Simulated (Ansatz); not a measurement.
Ansatz (an electronic-structure program) input for TeF3, SMILES F[Te+](F)F, charge +1, B3LYP-D3(BJ)/def2-SVP. 

Ansatz 0.2 input:
```yaml
crystal:
  periodic: [false, false, false]
  atoms:
    - {symbol: Te, position_ang: [-0.00000001, 0.00000000, 0.35881141]}
    - {symbol: F, position_ang: [1.33913293, -0.77314876, -0.69104417]}
    - {symbol: F, position_ang: [-1.33913291, -0.77314876, -0.69104420]}
    - {symbol: F, position_ang: [0.00000001, 1.54629751, -0.69104419]}
basis:
  gaussian:
    orbitals: def2-SVP
hamiltonian:
  xc: b3lyp
  dispersion: d3bj
total_charge: 1
relax: {f_tol: 0.002, max_steps: 200}
```

Log of the run:

```
WARN ansatz: RAYON_NUM_THREADS=1 ignored (pool sized by the plan → 1); use --threads N
Functional definition: B3LYP
integrals: 0.02 GiB planned
779 factors; integrals over basis functions are off by at most 1.6e-4 eV
mean field: 0.22 GiB planned
mean field evaluation 1: about -15411.6634 eV, gradient 1.0e2 eV
mean field evaluation 2: about -15314.7696 eV, gradient 2.5e2 eV
mean field evaluation 4: about -15429.7484 eV, gradient 5.7e0 eV
mean field evaluation 8: about -15429.8744 eV, gradient 3.0e-1 eV
mean field evaluation 16: about -15429.8746 eV, gradient 3.1e-5 eV
mean field -15429.87458902 eV, -567.0374324017 hartree, gradient 3.1e-5 eV, S^2 0.000000; 0 other end points of the search recorded, 0 dependent functions left out
the calculation of the forces begins
reference -15429.87474175 eV, -567.0374380145 hartree; 25, 25 occupied and 43, 43 virtual orbitals, 779 factors
relax step   1: F+E_penalty+E_count = -15429.98196768 eV  Δ(F+E_penalty+E_count) = +0.000e0 eV  max|allowed force component| = 8.032e-1 eV/Å  Δτ_max = 0.0000 Å  (27 SCF iters, accepted)
these checks for a lower state are left out or cut short: starts, cluster_reference, orbital_swaps, neighbouring_geometries, increment
integrals: 0.02 GiB planned
779 factors; integrals over basis functions are off by at most 1.4e-4 eV
mean field: 0.22 GiB planned
mean field -15429.92422699 eV, -567.0392565636 hartree, gradient 6.6e-6 eV, S^2 0.000000; 0 other end points of the search recorded, 0 dependent functions left out
the calculation of the forces begins
reference -15429.92437951 eV, -567.0392621687 hartree; 25, 25 occupied and 43, 43 virtual orbitals, 779 factors
relax step   2: F+E_penalty+E_count = -15430.02996105 eV  Δ(F+E_penalty+E_count) = -4.799e-2 eV  max|allowed force component| = 2.453e-1 eV/Å  Δτ_max = 0.0966 Å  (29 SCF iters, accepted)
these checks for a lower state are left out or cut short: starts, cluster_reference, orbital_swaps, neighbouring_geometries, increment
integrals: 0.02 GiB planned
779 factors; integrals over basis functions are off by at most 1.5e-4 eV
mean field: 0.22 GiB planned
mean field evaluation 32: about -15429.9363 eV, gradient 5.6e-6 eV
mean field -15429.93631631 eV, -567.0397008381 hartree, gradient 5.6e-6 eV, S^2 0.000000; 0 other end points of the search recorded, 0 dependent functions left out
the calculation of the forces begins
reference -15429.93646914 eV, -567.0397064542 hartree; 25, 25 occupied and 43, 43 virtual orbitals, 779 factors
relax step   3: F+E_penalty+E_count = -15430.04258662 eV  Δ(F+E_penalty+E_count) = -1.263e-2 eV  max|allowed force component| = 3.219e-2 eV/Å  Δτ_max = 0.0301 Å  (29 SCF iters, accepted)
these checks for a lower state are left out or cut short: starts, cluster_reference, orbital_swaps, neighbouring_geometries, increment
integrals: 0.02 GiB planned
779 factors; integrals over basis functions are off by at most 1.5e-4 eV
mean field: 0.22 GiB planned
mean field -15429.93632549 eV, -567.0397011754 hartree, gradient 1.3e-5 eV, S^2 0.000000; 0 other end points of the search recorded, 0 dependent functions left out
the calculation of the forces begins
reference -15429.93647834 eV, -567.0397067923 hartree; 25, 25 occupied and 43, 43 virtual orbitals, 779 factors
relax step   4: F+E_penalty+E_count = -15430.04262557 eV  Δ(F+E_penalty+E_count) = -3.895e-5 eV  max|allowed force component| = 8.363e-3 eV/Å  Δτ_max = 0.0014 Å  (24 SCF iters, accepted)
these checks for a lower state are left out or cut short: starts, cluster_reference, orbital_swaps, neighbouring_geometries, increment
integrals: 0.02 GiB planned
779 factors; integrals over basis functions are off by at most 1.5e-4 eV
mean field: 0.22 GiB planned
mean field -15429.93632947 eV, -567.0397013214 hartree, gradient 2.4e-5 eV, S^2 0.000000; 0 other end points of the search recorded, 0 dependent functions left out
the calculation of the forces begins
reference -15429.93648231 eV, -567.0397069382 hartree; 25, 25 occupied and 43, 43 virtual orbitals, 779 factors
relax step   5: F+E_penalty+E_count = -15430.04262682 eV  Δ(F+E_penalty+E_count) = -1.254e-6 eV  max|allowed force component| = 4.954e-5 eV/Å  Δτ_max = 0.0001 Å  (19 SCF iters, accepted)
integrals: 0.02 GiB planned
779 factors; integrals over basis functions are off by at most 1.5e-4 eV
mean field: 0.22 GiB planned
mean field -15429.93632947 eV, -567.0397013214 hartree, gradient 2.4e-5 eV, S^2 0.000000; 1 other end points of the search recorded, 0 dependent functions left out
the calculation of the forces begins
reference -15429.93648231 eV, -567.0397069382 hartree; 25, 25 occupied and 43, 43 virtual orbitals, 779 factors
Total energy: -15430.04277966 eV, -567.0436132939 hartree
Atom 0 at    -0.000000    -0.000016     0.292692 Å, force     0.000000     0.000009    -0.000050 eV/Å
Atom 1 at     1.390707    -0.802925    -0.669000 Å, force    -0.000010    -0.000003     0.000015 eV/Å
Atom 2 at    -1.390707    -0.802925    -0.669000 Å, force     0.000010    -0.000003     0.000015 eV/Å
Atom 3 at     0.000000     1.605867    -0.669012 Å, force    -0.000000    -0.000003     0.000020 eV/Å
Dipole moment:    -0.000000    -0.000039     0.816557 e Å
```

The calculation finished and met its thresholds.
